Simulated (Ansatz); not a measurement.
C2H7BN2, SMILES `BCC(=N)N`, charge 0, multiplicity 1.

**Question.** Give a relaxed structure at PBE0-D4/def2-TZVP (Ansatz 0.2.0). (Estimate.)

**Answer.** The calculation gave: 
Cartesian coordinates in Å:
```
B 0.9156 0.6402 -1.4168
C -0.1209 0.9104 -0.2964
C -0.2941 -0.1103 0.7901
N -0.1541 0.2539 2.0014
N -0.6473 -1.3670 0.3500
H 1.3048 1.5425 -2.0978
H 1.2910 -0.4701 -1.6753
H -1.0595 0.9646 -0.8844
H -0.0128 1.8958 0.1589
H -0.2850 -0.5260 2.6451
H -0.5605 -2.1195 1.0129
H -0.3772 -1.6145 -0.5876
```
This is one stationary point; other conformers may exist.
